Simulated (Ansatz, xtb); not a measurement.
# Ranking isomers of C4H6BF3

4 gas-phase structures of C4H6BF3, from a drawn sample of its isomers (lower ones may exist). Each was relaxed with GFN2-xTB; where two conformers were screened, the lower at r2SCAN-D4/def2-SVP//GFN2-xTB is listed:

A. `FC/C=C/CB(F)F`, a singlet
B. `FCC1(B(F)F)CC1`, a singlet
C. `CC/C(=C/F)B(F)F`, a singlet
D. `C/C(=C\CF)B(F)F`, a singlet

Question: Which do you expect lowest at r2SCAN-D4/def2-SVP//GFN2-xTB, and how would the others follow?

Answer: Calculated order at r2SCAN-D4/def2-SVP//GFN2-xTB: C (0.000), D (0.183), B (0.208), A (0.343) eV. Less than 1 kcal/mol parts D and B, so the order within that pair means little.

Energies above the lowest of each column, in eV; the last columns are at r2SCAN-D4/def2-SVP geometries:

```
structure  GFN2-xTB  HF/STO-3G  r2SCAN-D4/def2-SVP//GFN2-xTB  r2SCAN-D4/def2-SVP  CCSD(T)/def2-SVP + ΔMP2/def2-TZVPP
        C     0.081      0.000                         0.000               0.000                               0.000
        D     0.106      0.333                         0.183               0.183                               0.061
        B     0.000      0.175                         0.208               0.213                               0.246
        A     0.255      0.452                         0.343               0.326                               0.146
```

CCSD(T)/def2-SVP + ΔMP2/def2-TZVPP puts C lowest; GFN2-xTB picks B. CCSD(T)/def2-SVP + ΔMP2/def2-TZVPP orders those it was run on as C (0.000), D (0.061), A (0.146), B (0.246) eV. Flexible structures stand in one conformer each, not always the lowest. ΔMP2 is the change of the MP2 energy from the smaller to the larger basis.

Over these structures GFN2-xTB departs from r2SCAN-D4/def2-SVP//GFN2-xTB by 0.077 eV on average once a common shift is removed. A GFN2-xTB relaxation took about 0.11 s and the r2SCAN-D4/def2-SVP//GFN2-xTB energy about 1.8 s on a shared host (Ansatz 0.2.0, xtb 6.7.1).
